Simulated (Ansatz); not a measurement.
Geometry optimisation, RKS BLYP/def2-SVP in Ansatz 0.2.0.

The input (input.yaml):

```yaml
crystal:
  periodic: [false, false, false]
  atoms:
    - { symbol: Sn, position_ang: [0.0, 0.0, 0.0] }
    - { symbol: H, position_ang: [0.0, 0.0, 2.09] }
    - { symbol: H, position_ang: [1.6408, 0.0, -0.5794] }
    - { symbol: H, position_ang: [-0.8195, 1.4198, -0.5794] }
    - { symbol: H, position_ang: [-0.8195, -1.4198, -0.5794] }
    - { symbol: O, position_ang: [-2.1447, 0.0, 0.7126] }
    - { symbol: H, position_ang: [-2.6898, -0.6297, 0.1413] }
    - { symbol: H, position_ang: [-1.064, 0.0, 1.9402] }
basis:
  gaussian: { orbitals: def2-SVP }
hamiltonian:
  xc: blyp
relax:
  f_tol: 0.15
  max_steps: 25
  restrain:
    - { distance: [0, 5], at: 1.96, k: 30.0 }
    - { distance: [7, 1], at: 0.66, k: 30.0 }
    - { distance: [0, 1], at: 2.94, k: 30.0 }
    - { distance: [7, 5], at: 2.21, k: 30.0 }
```

Launched with:

```bash
$ ansatz run input.yaml --threads 1 --pin off --max-ram 2048MiB --backend cpu --events-out ev --progress --plain --runs-dir out
```

Q: Where does it end, and by what steps?

A: The forces met the threshold. The restraints hold the end off the free minimum; the threshold counts their pulls, which the force column leaves out. Restrained pairs: Sn1–O6 (2.26 → 1.99 Å), H2–H8 (1.07 → 0.72 Å), Sn1–H2 (2.09 → 2.95 Å), O6–H8 (1.64 → 2.21 Å). After 16 steps the energy has fallen by 3.113 eV (the restraints' own energy left out); H5 moved furthest, 1.49 Å.

```
step  energy less start (eV)  largest force component (eV/Å)  accepted
   0                  0.0000                           1.881       yes
   1                 -0.5267                           1.351       yes
   2                 -0.8258                           2.469       yes
   3                 -1.5616                           2.445       yes
   4                 -2.1489                           1.962       yes
   5                 -2.5472                           1.488       yes
   6                 -2.7962                           1.582       yes
   7                 -2.9606                           1.692       yes
   8                 -3.0150                           1.887       yes
   9                 -3.0426                           1.894       yes
  10                 -3.0841                           1.569       yes
  11                 -3.1012                           1.678       yes
  12                 -3.1223                           1.464        no
  13                 -3.1062                           1.641       yes
  14                 -3.1140                           1.570       yes
  15                 -3.1165                           1.577       yes
  16                 -3.1130                           1.655       yes
```

```xyz
8
Properties=species:S:1:pos:R:3
Sn -0.453 -0.158 -0.440
H -0.052 0.867 2.293
H 0.976 -0.909 0.198
H -0.284 1.555 -0.585
H -0.886 -0.882 -1.966
O -1.982 -0.439 0.801
H -2.518 -1.211 0.535
H -0.698 0.547 2.310
```

Time of the run: 31 s on 1 thread of Arm Neoverse V1, with other jobs on the host, peak memory 0.12 GiB.
